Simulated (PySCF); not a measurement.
## Bond length, frequency and bond energy of LiHg by level of theory

State: ²Σ⁺ (doublet), unpaired electrons σ ↑. Set-up: Li def2-SVP, Hg def2-SVP with ECP60; scalar-relativistic core potentials (PySCF 2.14). De refers to Li + Hg in their ground configurations, without counterpoise correction. The functionals are run spin-unrestricted. A positive dipole means Li(−)Hg(+). Levels whose curve was spin-contaminated or gave no clean fit are not listed.

```csv
Level,Re (Å),ωe (cm⁻¹),De (eV),μ (D)
PBE,3.099,126,0.129,-0.09
revPBE,3.210,107,0.079,0.08
TPSS,3.129,118,0.119,0.01
r²SCAN,3.109,126,0.151,-0.49
TPSSh,3.157,113,0.111,-0.01
PBE0,3.176,111,0.097,-0.05
CAM-B3LYP,3.172,102,0.064,-0.12
```

Question: What does a tenth of exact exchange do here, going from TPSS to TPSSh?

Answer: TPSSh less TPSS: +2.8 pm in Re, -4.2 % in ωe, -0.01 eV in De. Exact exchange removes part of the self-interaction that spreads semilocal densities, and in most molecules shortens and stiffens the bond and lowers De; here Re and ωe go the other way.

The bond is weak. Basis-set superposition, not corrected here, can be much of De in a small basis, most of all at correlated wavefunction levels. Functionals without a dispersion term scatter widely for such bonds, and LDA overbinds them. Spin–orbit coupling is left out. The state was picked by a PBE0 search and need not be the measured ground state.
